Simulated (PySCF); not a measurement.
A calculated (UHF, PySCF 2.14, aug-cc-pCVTZ-DK with one added diffuse shell each of s, p, d, f type, the spin-free X2C one-electron Hamiltonian (Gaussian nucleus)) atom or ion has these occupied shells.

```csv
shell,electrons,orbital energy (eV),"rms radius, mean of both spins (bohr)"
1s α,1,-1589.9,0.139
1s β,1,-1589.8,0.139
2s α,1,-128.84,0.676
2s β,1,-128.76,0.676
2p α,3,-82.359,0.674
2p β,3,-82.140,0.674
3s α,1,-6.889,2.98
3s β,1,-4.551,2.98
3p α,2,-0.606,5.16
```

(1) Name the element and its charge.

Results:

(1) Al⁻ (aluminium, charge -1), in [Ne] 3s2 3p2, high-spin 3P determinant.
